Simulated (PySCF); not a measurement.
C3H7ClSi, SMILES [SiH3]C/C=C\Cl.

Coordinates come from a B3LYP-D3(BJ)/def2-SVP optimisation. The structure was generated by enumeration; whether it is a known compound was not checked. Other conformers were not sampled.

The numbers are results of TDDFT-LC-ωPBE/def2-SVPD run with PySCF 2.14.0, not measurements.

Vertical excitations. The molecule is in vacuum.

Computed UV-visible absorptions:
| state | energy (eV) | λ (nm) | f | main pairs |
|---|---|---|---|---|
| S1 | 6.70 | 185 | 0.410 | HOMO→LUMO 79 % |
| S2 | 6.91 | 180 | 0.001 | HOMO→LUMO+1 29 %, HOMO→LUMO+11 13 %, HOMO→LUMO+3 12 %, HOMO→LUMO+4 9 % |
| S3 | 7.41 | 167 | 0.001 | HOMO→LUMO+2 48 %, HOMO→LUMO+1 34 % |
| S4 | 7.94 | 156 | 0.003 | HOMO−1→LUMO 70 %, HOMO−1→LUMO+1 11 % |
| S5 | 8.20 | 151 | 0.057 | HOMO→LUMO+4 38 %, HOMO→LUMO+3 18 %, HOMO→LUMO+1 9 %, HOMO→LUMO+6 7 % |
| S6 | 8.29 | 149 | 0.006 | HOMO−1→LUMO+1 17 %, HOMO−1→LUMO+2 16 %, HOMO−1→LUMO+4 14 %, HOMO−1→LUMO+3 14 % |
| S7 | 8.44 | 147 | 0.001 | HOMO→LUMO+8 42 %, HOMO→LUMO+2 16 %, HOMO→LUMO+3 11 %, HOMO→LUMO+1 8 % |
| S8 | 8.62 | 144 | 0.006 | HOMO→LUMO+6 31 %, HOMO→LUMO+5 25 %, HOMO→LUMO+4 22 % |
| S9 | 8.77 | 141 | 0.023 | HOMO−4→LUMO 31 %, HOMO−5→LUMO 30 % |
| S10 | 8.81 | 141 | 0.013 | HOMO→LUMO+7 35 %, HOMO→LUMO+5 22 %, HOMO→LUMO+8 7 %, HOMO→LUMO+3 7 % |
| T1 | 3.93 | 315 | 0 | HOMO→LUMO 63 %, HOMO→LUMO+1 12 % |
| T2 | 6.33 | 196 | 0 | HOMO→LUMO+1 20 %, HOMO→LUMO+11 15 %, HOMO→LUMO+3 12 %, HOMO→LUMO+4 9 % |
| T3 | 7.22 | 172 | 0 | HOMO→LUMO+2 42 %, HOMO→LUMO+1 40 % |
| T4 | 7.45 | 166 | 0 | HOMO−1→LUMO+2 14 %, HOMO−1→LUMO+11 12 %, HOMO−1→LUMO+3 12 %, HOMO−1→LUMO+1 12 % |
Triplets are in the Tamm–Dancoff approximation, which puts them higher than full response would, so one can lie above its singlet here.
